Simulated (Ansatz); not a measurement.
One change: `C=[C]1[O][AlH]1` becomes `C=[C]1[O][Al]1[OH]`.

Ansatz, PBE0-D4/def2-TZVP geometries, multiplicity 1. Each molecule was computed in one conformer, which needn't be the lowest.

```csv
property,`C=[C]1[O][AlH]1`
LUMO energy (ωB97M-V/def2-TZVPP) / eV,0.15
HOMO–LUMO gap (B3LYP/def2-TZVPP) / eV,4.47
HOMO energy (ωB97M-V/def2-TZVPP) / eV,-8.61
HOMO energy (PBE0/def2-TZVPP) / eV,-6.40
HOMO–LUMO gap (PBE0/def2-TZVPP) / eV,4.92
LUMO energy (PBE/def2-TZVPP) / eV,-2.23
```

Question: What does the change do to each property? (Estimate.)

Answer: Ansatz gave: 
| property | `C=[C]1[O][Al]1[OH]` | shift |
| --- | --- | --- |
| LUMO energy (ωB97M-V/def2-TZVPP) / eV | 0.17 | 0.02 |
| HOMO–LUMO gap (B3LYP/def2-TZVPP) / eV | 4.43 | -0.04 |
| HOMO energy (ωB97M-V/def2-TZVPP) / eV | -8.66 | -0.05 |
| HOMO energy (PBE0/def2-TZVPP) / eV | -6.44 | -0.04 |
| HOMO–LUMO gap (PBE0/def2-TZVPP) / eV | 4.96 | 0.04 |
| LUMO energy (PBE/def2-TZVPP) / eV | -2.32 | -0.09 |

The zero-point energy changes by 18.0 kJ/mol with +3 modes.

B3LYP here is the variant with VWN-RPA as its local correlation; programs differ in this.
